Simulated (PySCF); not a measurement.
## How methods differ on the excitation energy of K

K [Ar] 4s1 (2S) → K [Ar] 3d1 (2D), as a difference of total energies. All numbers are calculated (PySCF 2.14, scalar relativity by spin-free X2C-1e, in aug-cc-pVQZ-X2C). The calculations carry no spin-orbit coupling.

```json
{"method": "UHF", "excitation energy (cm⁻¹)": "19720", "error (cm⁻¹)": "-1816"}
{"method": "LDA", "excitation energy (cm⁻¹)": "19427", "error (cm⁻¹)": "-2109"}
{"method": "PBE", "excitation energy (cm⁻¹)": "18197", "error (cm⁻¹)": "-3339"}
{"method": "PBE0", "excitation energy (cm⁻¹)": "18840", "error (cm⁻¹)": "-2696"}
{"method": "r2SCAN", "excitation energy (cm⁻¹)": "18626", "error (cm⁻¹)": "-2910"}
{"method": "BLYP", "excitation energy (cm⁻¹)": "18186", "error (cm⁻¹)": "-3350"}
{"method": "CAM-B3LYP", "excitation energy (cm⁻¹)": "20353", "error (cm⁻¹)": "-1182"}
{"method": "wB97X", "excitation energy (cm⁻¹)": "19095", "error (cm⁻¹)": "-2441"}
{"method": "PW91", "excitation energy (cm⁻¹)": "18330", "error (cm⁻¹)": "-3206"}
```

Reference: 21536 cm⁻¹ (measured; NIST levels, between the centres of gravity of the two terms).
